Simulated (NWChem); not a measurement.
diphosphane (P2H4); SMILES PP

Program: NWChem. Coordinates come from a B3LYP/6-31G* (spherical d) optimisation. Level PBE/def2-SVP: energy and gradient; each run changes one setting, and changes count from the defaults (medium grid, exact Coulomb integrals, symmetry on).

Question: Which setting moves the energy most, and by about how much (defaults; Coulomb fitting, Weigend set; Becke weights; extra-fine grid)?

Answer: Coulomb fitting, Weigend set, by about 500 μHa.
```tsv
setting	size of the energy change (μHa)	largest change of a gradient component (μHa/bohr)	time, defaults = 1 (rough)
defaults	< 10	< 30	about 1
Coulomb fitting, Weigend set	500	90	about 1
extra-fine grid	10	60	3
Becke weights	10	60	about 1
```
